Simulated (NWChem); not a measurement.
System: SiCl₃, doublet; SMILES [Si](Cl)(Cl)Cl

Here is an NWChem input.

```
start job
memory heap 200 mb stack 700 mb global 900 mb
geometry units angstroms noautosym nocenter noautoz
  Cl     1.882479    -0.464875    -0.150652
  Si     0.000000     0.000000     0.544603
  Cl    -1.343833    -1.397837    -0.150652
  Cl    -0.538646     1.862712    -0.150652
end
basis spherical
  * library 6-31g*
end
dft
  odft
  mult 2
  xc b3lyp
  iterations 150
end
property
  efieldgrad
end
task dft property
```

In the optimisation the excess spin sits in a (C3, its own frame). Coordinates come from a PBE0/def2-SVP, spin-unrestricted optimisation. No stability test was run on the SCF state.

Vzz is the largest principal value of the second derivative of the potential at the nucleus (NWChem prints the opposite sign); η is the asymmetry. Non-relativistic.

Atoms are numbered as in the input.

Question: What results follow from this input? (B3LYP/6-31G* (spherical d), spin-unrestricted.) Quantities: Vzz Cl4 (a.u.); η Cl4.

Answer: Vzz Cl4 (a.u.): 2.133
η Cl4: 0.11
